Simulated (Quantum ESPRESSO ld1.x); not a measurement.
Ca IV, 17 electrons, occupied as [Ne] 3s2 3p5. All-electron calculation, Dirac Kohn-Sham, relativistic LDA (MacDonald-Vosko exchange, VWN5 correlation), spin-unpolarised, spherical densities, point nucleus; open shells are shared between the two j in proportion to 2j + 1. Program: ld1.x of Quantum ESPRESSO 7.5. Some entries of the table are withheld. Estimate them.

orbital     occ.  eigenvalue (hartree)  <1/r> (bohr^-1)
1s1/2          2              -145.751              (1)
2s1/2          2                   (2)              (3)
2p1/2          2                   (4)            3.977
2p3/2          4                   (5)            3.935
3s1/2          2              -2.90652            1.248
3p1/2    1.66667                   (6)            1.140
3p3/2    3.33333                   (7)            1.132

Answer. 
(1) 1s1/2 <1/r> (bohr^-1): 19.67
(2) 2s1/2 eigenvalue (hartree): -16.4697
(3) 2s1/2 <1/r> (bohr^-1): 4.043
(4) 2p1/2 eigenvalue (hartree): -13.6919
(5) 2p3/2 eigenvalue (hartree): -13.5569
(6) 3p1/2 eigenvalue (hartree): -2.20466
(7) 3p3/2 eigenvalue (hartree): -2.18879
